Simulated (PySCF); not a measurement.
Br: ionisation energy

Br [Ar] 3d10 4s2 4p5 (2P) → Br+ [Ar] 3d10 4s2 4p4 (3P), as a difference of total energies. Calculation: PySCF 2.14, in cc-pVDZ-DK; scalar relativity by spin-free X2C-1e. Correlated levels: valence: [Ar] 3d10 frozen. The calculations carry no spin-orbit coupling.

| method | ionisation energy (eV) |
| --- | --- |
| UHF | 10.759 |
| LDA | 12.037 |
| MP2 (valence) | 11.316 |
| SCS-MP2 (valence) | 11.292 |
| CCSD(T) (valence) | 11.280 |

Estimate what MN15 gives.

11.674 eV, closest to MP2 (valence) among the rows shown.

Estimate what CCSD (valence) gives.

11.279 eV, closest to CCSD(T) (valence) among the rows shown.

Errors of the correlated levels include the incompleteness of this basis and the frozen core.

For comparison: 11.844 eV (measured; NIST levels, between the centres of gravity of the two terms).
